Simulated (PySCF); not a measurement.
CBr3, charge +2, quartet, geometry from GFN2-xTB of the parent state (a state made from the parent by changing its charge; the spin is typed, not shown lowest); DF-M062X/def2-SVP (PySCF).

PySCF was given this input:
```python
from pyscf import gto, scf, dft

mol = gto.M(
    atom='''
Br   -0.89420503    1.58532861    0.04894498
C     0.00008981   -0.00042773    0.01522418
Br   -0.92646503   -1.56696295   -0.03942971
Br    1.82065466   -0.01829233   -0.01212513
''',
    basis='def2-svp',
    charge=2,
    spin=3,
    verbose=4,
)

mf = dft.UKS(mol)
mf.xc = 'm062x'
mf = mf.density_fit(auxbasis='def2-universal-jkfit')
mf.kernel()
```

Q: What does PySCF print? Leave out banner, timings and long lists.

A: 
```
PySCF version 2.14.0

[INPUT] verbose = 4
[INPUT] num. atoms = 4
[INPUT] num. electrons = 109
[INPUT] charge = 2
[INPUT] spin (= nelec alpha-beta = 2S) = 3
[INPUT] symmetry False subgroup None
[INPUT] Mole.unit = angstrom
[INPUT] Symbol           X                Y                Z      unit          X                Y                Z       unit  Magmom
[...]
nuclear repulsion = 799.740473528822
number of shells = 42
number of NR pGTOs = 246
number of NR cGTOs = 110
basis = def2-svp
ecp = {}

******** <class 'pyscf.df.df_jk.DFUKS'> ********
method = DFUKS
initial guess = minao
damping factor = 0
level_shift factor = 0
DIIS = <class 'pyscf.scf.diis.CDIIS'>
diis_start_cycle = 1
diis_space = 8
diis_damp = 0
SCF conv_tol = 1e-09
SCF conv_tol_grad = None
SCF max_cycles = 50
direct_scf = False
number electrons alpha = 56  beta = 53
XC library pyscf.dft.libxc version 7.1.2
    S. Lehtola, C. Steigemann, M. J. T. Oliveira, and M. A. L. Marques,  SoftwareX 7, 1–5 (2018)
XC functionals = m062x
    Y. Zhao and D. G. Truhlar,  Theor. Chem. Acc. 120, 215 (2008)
    Y. Zhao and D. G. Truhlar,  Theor. Chem. Acc. 120, 215 (2008)
radial grids:
    Treutler-Ahlrichs [JCP 102, 346 (1995); DOI:10.1063/1.469408] (M4) radial grids

becke partition: Becke, JCP 88, 2547 (1988); DOI:10.1063/1.454033
pruning grids: <function nwchem_prune>
grids dens level: 3
symmetrized grids: False
atomic radii adjust function: <function treutler_atomic_radii_adjust>
small_rho_cutoff = 0
Set gradient conv threshold to 3.16228e-05
tot grids = 75392
******** <class 'pyscf.df.df.DF'> ********
auxbasis = def2-universal-jkfit
init E= -7757.0952780072

cycle= 1 E= -7758.47249057283  delta_E= -1.38  |g|= 0.472  |ddm|= 2.19
cycle= 2 E= -7758.40985560087  delta_E= 0.0626  |g|= 0.641  |ddm|= 1.33
cycle= 3 E= -7758.61918933264  delta_E= -0.209  |g|= 0.0943  |ddm|= 0.661
cycle= 4 E= -7758.62393077954  delta_E= -0.00474  |g|= 0.0439  |ddm|= 0.15
cycle= 5 E= -7758.62603982451  delta_E= -0.00211  |g|= 0.0251  |ddm|= 0.104
cycle= 6 E= -7758.6272330042  delta_E= -0.00119  |g|= 0.0182  |ddm|= 0.0695
cycle= 7 E= -7758.62845170108  delta_E= -0.00122  |g|= 0.0103  |ddm|= 0.0815
cycle= 8 E= -7758.62922649282  delta_E= -0.000775  |g|= 0.0101  |ddm|= 0.0801
cycle= 9 E= -7758.62971322573  delta_E= -0.000487  |g|= 0.00783  |ddm|= 0.0599
cycle= 10 E= -7758.63011690005  delta_E= -0.000404  |g|= 0.00765  |ddm|= 0.0504
cycle= 11 E= -7758.63019762163  delta_E= -8.07e-05  |g|= 0.00764  |ddm|= 0.0102
[...]
cycle= 14 E= -7758.62796372384  delta_E= 0.000988  |g|= 0.0126  |ddm|= 0.269
cycle= 15 E= -7758.62791905287  delta_E= 4.47e-05  |g|= 0.0147  |ddm|= 0.00908
cycle= 16 E= -7758.62791136343  delta_E= 7.69e-06  |g|= 0.0145  |ddm|= 0.0325
cycle= 17 E= -7758.62809124297  delta_E= -0.00018  |g|= 0.00723  |ddm|= 0.0366
cycle= 18 E= -7758.62815804663  delta_E= -6.68e-05  |g|= 0.00237  |ddm|= 0.0447
cycle= 19 E= -7758.62816723995  delta_E= -9.19e-06  |g|= 0.00116  |ddm|= 0.0178
cycle= 20 E= -7758.62816890797  delta_E= -1.67e-06  |g|= 0.000724  |ddm|= 0.0126
cycle= 21 E= -7758.62816899616  delta_E= -8.82e-08  |g|= 0.000656  |ddm|= 0.00659
cycle= 22 E= -7758.62817015449  delta_E= -1.16e-06  |g|= 0.000244  |ddm|= 0.00312
cycle= 23 E= -7758.62817101406  delta_E= -8.6e-07  |g|= 0.000177  |ddm|= 0.00527
cycle= 24 E= -7758.62817123562  delta_E= -2.22e-07  |g|= 0.000169  |ddm|= 0.00357
cycle= 25 E= -7758.62817155796  delta_E= -3.22e-07  |g|= 0.000168  |ddm|= 0.00241
cycle= 26 E= -7758.62817163247  delta_E= -7.45e-08  |g|= 0.00017  |ddm|= 0.000522
cycle= 27 E= -7758.62817142159  delta_E= 2.11e-07  |g|= 0.000169  |ddm|= 0.000954
cycle= 28 E= -7758.62817053572  delta_E= 8.86e-07  |g|= 8.83e-05  |ddm|= 0.00611
cycle= 29 E= -7758.62817032975  delta_E= 2.06e-07  |g|= 5.29e-05  |ddm|= 0.00385
cycle= 30 E= -7758.62817033604  delta_E= -6.29e-09  |g|= 3.04e-05  |ddm|= 0.00114
cycle= 31 E= -7758.62817033707  delta_E= -1.03e-09  |g|= 2.49e-05  |ddm|= 0.000397
cycle= 32 E= -7758.62817034084  delta_E= -3.77e-09  |g|= 2.3e-05  |ddm|= 0.000238
cycle= 33 E= -7758.62817034649  delta_E= -5.65e-09  |g|= 2.1e-05  |ddm|= 0.000343
cycle= 34 E= -7758.62817035227  delta_E= -5.78e-09  |g|= 2.06e-05  |ddm|= 0.000221
cycle= 35 E= -7758.62817036064  delta_E= -8.38e-09  |g|= 2.03e-05  |ddm|= 0.000289
cycle= 36 E= -7758.62817039383  delta_E= -3.32e-08  |g|= 1.96e-05  |ddm|= 0.00119
cycle= 37 E= -7758.62817042765  delta_E= -3.38e-08  |g|= 1.82e-05  |ddm|= 0.00133
cycle= 38 E= -7758.62817045756  delta_E= -2.99e-08  |g|= 1.85e-05  |ddm|= 0.00127
cycle= 39 E= -7758.62817047633  delta_E= -1.88e-08  |g|= 1.69e-05  |ddm|= 0.000904
cycle= 40 E= -7758.62817048744  delta_E= -1.11e-08  |g|= 1.71e-05  |ddm|= 0.000526
cycle= 41 E= -7758.62817048821  delta_E= -7.66e-10  |g|= 1.72e-05  |ddm|= 9.99e-05
Extra cycle  E= -7758.62817049069  delta_E= -2.48e-09  |g|= 1.75e-05  |ddm|= 0.000106
converged SCF energy = -7758.62817049069  <S^2> = 3.7628968  2S+1 = 4.0064432
```
